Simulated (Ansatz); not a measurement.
`[GeH3][CH]=[Se]` + `FCC(F)Cl` → `FC[CH](F)[GeH3]` + `ClC=[Se]`  (formal exchange of groups at a Ge–C bond)

Program: Ansatz. Geometries: PBE0-D4/def2-TZVP. ΔE: electronic, gas phase. CBS: MP2 limit from def2 TZ/QZ plus the TZ coupled-cluster correction, frozen cores. DFT in def2-TZVPP. B3LYP here is the variant with VWN-RPA as its local correlation; programs differ in this. For Ge, Se outer-core shells are correlated without core-valence functions, which leaves a few kJ/mol of doubt a bond. Scalar relativity is left out up to krypton. Each species was taken in one conformer, which may not be the lowest.

| level | ΔE (kJ/mol) |
| --- | --- |
| r2SCAN-D4 | 0.1 |
| ωB97X-V | 9.8 |
| ωB97M-V | 9.2 |
| PBE0 | 4.0 |
| B3LYP | 2.7 |
| SCS-MP2/def2-TZVPP | 12.8 |
| CCSD(T)/def2-TZVPP | 13.6 |
| MP2/def2-QZVPP | 8.2 |

(1) What does CCSD(T)/CBS give? (Estimate.)

Largest T1 diagnostic among the species: 0.014.

Answers

(1) Ansatz gave: +10.6 kJ/mol. The listed levels differ from it by -10.5, -0.8, -1.4, -6.6, -7.9, 2.2, 3.0, -2.4 kJ/mol.

From PBE to PBE0 (25 % exact exchange), in def2-TZVPP and without D4, ΔE moves by +7.9 kJ/mol. In def2-TZVPP, CCSD(T) changes the Hartree–Fock value by −13.0 kJ/mol (the triples alone add −2.2 kJ/mol) and MP2 by −16.6 kJ/mol.
